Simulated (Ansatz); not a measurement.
| atom | x (Å) | y (Å) | z (Å) |
| --- | --- | --- | --- |
| Al | 0.0225 | -0.0352 | -0.0274 |
| Cl | 2.1244 | -0.0067 | -0.0197 |
| Cl | -1.0471 | 1.7515 | -0.0067 |
| Cl | -1.0503 | -1.8456 | 0.0184 |

Basis set: aug-cc-pVDZ (spherical functions). Left uncorrelated: 20 orbitals. Charge 0, multiplicity 1.

Computed with Ansatz (development build ahead of 0.2.0); each method stands on the lowest determinant of its kind that the runs found. Restricted open shells among the atoms or ions are ROHF, correlated in semicanonical orbitals with singles.

The atomization energy at this shape (free ground-state atoms in the same class of orbitals less the molecule, no zero-point energy) of singlet AlCl₃:

```json
{"method": "RHF-MP2", "atomization energy": "12.69 eV"}
```

**Question.** What does RHF give?

**Answer.** 10.48 eV.
